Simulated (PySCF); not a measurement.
SeClI, SMILES Cl[Se]I. Atoms are numbered in the order given.

```xyz
3

Se     0.7779    -0.9894     0.0000
Cl    -1.0141    -2.2409     0.0000
I     -0.1738     1.3535     0.0000
```

The structure is a stationary point at B3LYP-D3(BJ)/def2-TZVP. The def2 effective core potentials stand for the cores of I; spin–orbit coupling is left out.

Calculation: TDA-CAM-B3LYP/def2-SVPD run with PySCF.

Vertical excitations. Gas-phase values at a fixed geometry. State labels are in the subgroup Cs.

Computed UV-visible absorptions:
```tsv
state	symmetry	energy (eV)	λ (nm)	f	main pairs
S1	A"	2.20	563	0.000	HOMO→LUMO 99 %
S2	A"	2.79	445	0.000	HOMO→LUMO+1 95 %
S3	A'	3.63	341	0.002	HOMO−1→LUMO 95 %
S4	A"	4.05	306	0.000	HOMO−2→LUMO 97 %
S5	A'	4.85	256	0.002	HOMO−1→LUMO+1 68 %, HOMO−3→LUMO 30 %
S6	A'	4.93	252	0.028	HOMO−3→LUMO+1 56 %, HOMO−3→LUMO 26 %, HOMO−1→LUMO+1 12 %
S7	A"	5.03	247	0.001	HOMO−2→LUMO+1 91 %
S8	A"	5.96	208	0.000	HOMO−4→LUMO 72 %, HOMO−4→LUMO+1 22 %
S9	A'	5.98	207	0.253	HOMO−3→LUMO+1 37 %, HOMO−3→LUMO 33 %, HOMO−1→LUMO+1 11 %, HOMO−6→LUMO 7 %
S10	A"	6.34	196	0.001	HOMO→LUMO+2 69 %, HOMO→LUMO+3 22 %
T1	A"	1.52	814	0	HOMO→LUMO 97 %
T2	A"	2.09	594	0	HOMO→LUMO+1 90 %
T3	A'	2.98	416	0	HOMO−1→LUMO 95 %
T4	A"	3.51	353	0	HOMO−2→LUMO 91 %
```
Triplets are in the Tamm–Dancoff approximation.
